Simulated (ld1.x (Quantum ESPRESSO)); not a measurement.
Varying the TM potential for Sb (Z = 51)

Base potential:

* Element: Sb (Z = 51)
* Generator: ld1.x (Quantum ESPRESSO) 7.5
* Type: norm-conserving Troullier–Martins (Kleinman–Bylander form)
* Functional: BLYP
* Relativity: scalar-relativistic
* Frozen core: [Kr] 4d10
* Valence charge: 5
* Reference configuration: 5s2 5p1 (charge +2)
* Partial waves: 5p (bound): rc 1.70 bohr; 5s (bound): rc 1.50 bohr
* Local potential: the s channel
* Core correction: a·sin(br)/r model core inside 1.10 bohr

Cutoffs, loose and tight: the cutoffs (Ry, on a coarse ladder) from which the occupation-weighted sum of valence levels, in a spherical-Bessel basis at the reference potential, stays within 10 and 1 mRy of its value at 400 Ry. They do not see the model core or the augmentation charge, which bear on the density cutoff. Test errors are all-electron minus pseudo excitation energies from the reference, over the configurations 5s2 5p3; 5s2 5p2; 5s2 5p0; 5s2 5p3.3; 5s1 5p3; 5s1 5p4; 5s1 5p0. A dash means not determined; rows that change the core or the reference have their own tests.

A true bound ghost makes a file unfit for plane-wave use even where its test errors are small: the radial tests pick states by their node count and pass the ghost by.

| change | outcome | cutoff, loose | cutoff, tight | bound ghosts | largest test error (meV) |
| --- | --- | --- | --- | --- | --- |
| base | generated | 55 Ry | 140 Ry | p | -238 |
| reference 5s2 5p3 | generated | 55 Ry | 140 Ry | p | -448 |
| wave 5s (bound): rc 1.50 bohr becomes 5s (bound): rc 1.22 bohr | generated | 160 Ry | over 300 Ry | p, s (extra level of the local part) | +78 |
| functional PBEsol | generated | 55 Ry | 140 Ry | p | -274 |
| type RRKJ; rho0 0.01 | generated | 55 Ry | 120 Ry | p | -238 |
| local potential all-electron potential smoothed inside 1.25 bohr (lloc = -1) | generated | 50 Ry | 140 Ry | s, p, d | -266 |
| core correction a·sin(br)/r model core inside 1.54 bohr | generated | 55 Ry | 140 Ry | p | -220 |
| wave 5p (bound): rc 1.70 bohr becomes 5p (bound): rc 1.98 bohr | generated | 55 Ry | 120 Ry | none | -222 |

What comes out with this change to the base: all radii but the core radius scaled by about 1.29 (s 1.94, p 2.20 bohr)?

outcome: generated; cutoff, loose: 25 Ry; cutoff, tight: 35 Ry; bound ghosts: none; largest test error (meV): -229.
